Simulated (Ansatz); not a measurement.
Start from `C[CH](C)[GeH]` and change one atom or group to get `C[CH](C)[Ge][F]`.

Ansatz, PBE0-D4/def2-TZVP geometries, multiplicity 1. Each molecule was computed in one conformer, which needn't be the lowest.

Scalar relativity is left out up to krypton.

| property | `C[CH](C)[GeH]` |
| --- | --- |
| HOMO–LUMO gap (B3LYP/def2-TZVPP) / eV | 3.24 |
| HOMO energy (PBE0/def2-TZVPP) / eV | -6.16 |
| zero-point energy (PBE0-D4/def2-TZVP) / kJ/mol | 258.8 |
| HOMO–LUMO gap (PBE0/def2-TZVPP) / eV | 3.65 |
| HOMO energy (PBE/def2-TZVPP) / eV | -5.14 |
| HOMO energy (B3LYP/def2-TZVPP) / eV | -6.00 |

(1) What does the change do to each property? (An estimate is asked.)

Answers

(1) Computed: 
| property | `C[CH](C)[Ge][F]` | shift |
| --- | --- | --- |
| HOMO–LUMO gap (B3LYP/def2-TZVPP) / eV | 3.64 | 0.40 |
| HOMO energy (PBE0/def2-TZVPP) / eV | -6.42 | -0.26 |
| zero-point energy (PBE0-D4/def2-TZVP) / kJ/mol | 248.0 | -10.8 |
| HOMO–LUMO gap (PBE0/def2-TZVPP) / eV | 4.06 | 0.41 |
| HOMO energy (PBE/def2-TZVPP) / eV | -5.33 | -0.19 |
| HOMO energy (B3LYP/def2-TZVPP) / eV | -6.26 | -0.26 |

With PBE0 the HOMO falls by 0.26 eV and the LUMO rises by 0.14 eV, so the gap widens by about 0.40 eV. PBE moves the HOMO by -0.19 eV and ωB97M-V by -0.27 eV.

B3LYP here is the variant with VWN-RPA as its local correlation; programs differ in this.
